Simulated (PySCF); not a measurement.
AlF2GeH3. Atoms are numbered in the order given.

```xyz
7

Al     0.5194    -0.5744     0.7544
F      2.1289    -0.9574     0.6308
F     -0.2651    -1.1377     2.1037
Ge    -0.6492     0.7280    -0.9511
H     -1.5309     1.8066    -0.2973
H      0.3451     1.4101    -1.9054
H     -1.5662    -0.1900    -1.7809
```
Charge 0, spin multiplicity 1.

Coordinates come from a PBE0-D3(BJ)/def2-SVP optimisation.

These are ωB97X/def2-TZVP (PySCF) values and carry that method's errors.

The molecule is in vacuum.

```json
{
 "total_energy": "-2521.17848 hartree",
 "highest_occupied_level": "-10.96 eV",
 "lowest_empty_level": "0.52 eV",
 "orbital_gap": "11.49 eV",
 "dipole_moment": "1.83 D",
 "quadrupole, principal values (traceless, Buckingham form, about the centre of nuclear charge)": "-5.70, -4.10, 9.80 D·Å",
 "mean_static_polarisability": "55.0 bohr³ (8.15 Å³)",
 "polarisability_principal_values": "49.4, 51.3, 64.4 bohr³"
}
```
